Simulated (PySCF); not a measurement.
# Atomic charges by several schemes

Species: C3H7FO3S.
Z-matrix (Å and degrees, GFN2-xTB geometry), rows numbered from 1:
```
C 
O   1  1.4139
S   2  1.6125  1  117.89
O   3  1.4221  2  106.45  1   157.71
O   3  1.4262  2  108.78  1    26.71
C   3  1.8252  2  100.54  1   -89.51
C   6  1.5105  3  108.38  2  -156.60
F   7  1.3686  6  109.79  3   -68.39
H   1  1.0914  2  109.24  3   -23.27
H   1  1.0894  2  107.73  3  -142.77
H   1  1.0928  2  109.96  3    97.71
H   6  1.0838  3  106.17  2   -37.02
H   6  1.0856  3  107.20  2    82.64
H   7  1.0968  6  112.17  3   173.43
H   7  1.0945  6  110.22  3    49.35
```

Density: PBE0/pcSseg-1 (PySCF); schemes: Mulliken, IAO, Hirshfeld and ESP-fitted. The structure is a single GFN2-xTB conformer in the gas phase; no vibrational or solvent corrections.

Do the Mulliken, IAO, Hirshfeld and ESP-fitted schemes agree on where the charge is highest?

All schemes agree: Mulliken S3 (+1.167); IAO S3 (+2.155); Hirshfeld S3 (+0.557); ESP-fitted S3 (+1.117).

For which atoms does the sign change between the 4 schemes (beyond +0.03 e in one, beyond −0.03 e in another)?

For none.

What partial charge does each atom carry?

In e:

```csv
atom,environment,Mulliken,IAO,Hirshfeld,ESP-fitted
C1,methoxy carbon,-0.052,-0.221,-0.039,-0.013
O2,oxygen bonded to C and S,-0.548,-0.597,-0.141,-0.392
S3,sulfonyl sulfur,+1.167,+2.155,+0.557,+1.117
O4,sulfonyl oxygen,-0.501,-0.858,-0.290,-0.494
O5,sulfonyl oxygen,-0.507,-0.861,-0.288,-0.490
C6,sp3 carbon bound to sulfur,-0.395,-0.488,-0.085,-0.376
C7,sp3 C–F carbon,+0.152,+0.041,+0.027,+0.177
F8,alkyl fluorine,-0.328,-0.319,-0.113,-0.243
H9,methyl hydrogen,+0.144,+0.163,+0.041,+0.080
H10,methyl hydrogen,+0.140,+0.169,+0.062,+0.117
H11,methyl hydrogen,+0.113,+0.141,+0.046,+0.056
H12,methylene hydrogen,+0.174,+0.182,+0.063,+0.148
H13,methylene hydrogen,+0.172,+0.178,+0.059,+0.168
H14,methylene hydrogen,+0.126,+0.150,+0.056,+0.075
H15,methylene hydrogen,+0.144,+0.164,+0.046,+0.070
```

Mean size of the charges over all atoms: IAO 0.446 e, Mulliken 0.311 e, ESP-fitted 0.268 e, Hirshfeld 0.128 e. Each set sums to the total charge, 0, to within 0.001 e. The Hirshfeld scheme divides the density at each point in proportion to the densities of the neutral, spherically averaged free atoms.

How many electrons does the IAO scheme count on O5?

Z − q = 8 − (-0.861) ≈ 8.860.

Sum the charges by element, for elements with more than one atom.

```json
{"element": "C", "atoms": "3", "Mulliken": "-0.295", "IAO": "-0.667", "Hirshfeld": "-0.097", "ESP-fitted": "-0.211"}
{"element": "O", "atoms": "3", "Mulliken": "-1.556", "IAO": "-2.315", "Hirshfeld": "-0.720", "ESP-fitted": "-1.376"}
{"element": "H", "atoms": "7", "Mulliken": "+1.012", "IAO": "+1.146", "Hirshfeld": "+0.373", "ESP-fitted": "+0.714"}
```
